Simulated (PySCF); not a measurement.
Caution: the restricted solution is unstable towards spin-unrestricted or complex orbitals, so a lower solution exists and this singlet may not be the ground state.  The multiplicity is imposed and other spin states were not computed.

Cartesian coordinates (Å):
```xyz
5

Hf     0.2108    -0.1559     0.4837
O     -1.5276    -0.8654     0.1466
H     -2.3378    -1.0059    -0.3488
O      1.3586     0.9987    -0.5104
H      1.6215     1.5513    -1.2501
```
Charge 0, multiplicity 1.

Question: Give the charge on the central atom (Mulliken), HOMO–LUMO gap, total energy, dipole moment, LUMO and HOMO at the level TPSSh-D3(BJ)/def2-TZVP // r2SCAN-D4/def2-SVP in PySCF.

Answer: 
```json
{
  "charge on the central atom (Mulliken)": "0.64 e",
  "HOMO–LUMO gap": "2.24 eV",
  "total_energy": "-5436.51 eV",
  "dipole_moment": "2.35 D",
  "LUMO": "-2.10 eV",
  "HOMO": "-4.34 eV"
}
```
